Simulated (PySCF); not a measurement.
# CaBi⁺: from constants to spectrum

ROHF-CCSD(T) constants of CaBi⁺, ³Σ⁻ (triplet), unpaired electrons π ↑↑ (Ca def2-SVP, Bi def2-SVP with ECP60; scalar-relativistic core potentials (PySCF 2.14); masses 39.9626 and 208.9804 u):

- ωe: 146.1 cm⁻¹
- ωexe: 0.629 cm⁻¹
- Be: 0.048341 cm⁻¹
- αe: 0.000259 cm⁻¹
- D (centrifugal): 2.12e-08 cm⁻¹

Question: Give the vibrational terms G(v) and spacings up to v = 6.

Answer: G(v) = ωe(v+½) − ωexe(v+½)².

```csv
v,G(v) (cm⁻¹),G(v) − G(v−1),Bv (cm⁻¹)
0,72.9,,0.04821
1,217.7,144.8,0.04795
2,361.3,143.6,0.04769
3,503.6,142.3,0.04743
4,644.7,141.1,0.04718
5,784.5,139.8,0.04692
6,923.1,138.6,0.04666
```

Correlated steps freeze 9 core orbitals. These are scalar-relativistic numbers at best; spin–orbit coupling would shift them, the dissociation energy most. The state is the lowest determinant that a PBE0 search found; another state may lie lower at other levels.
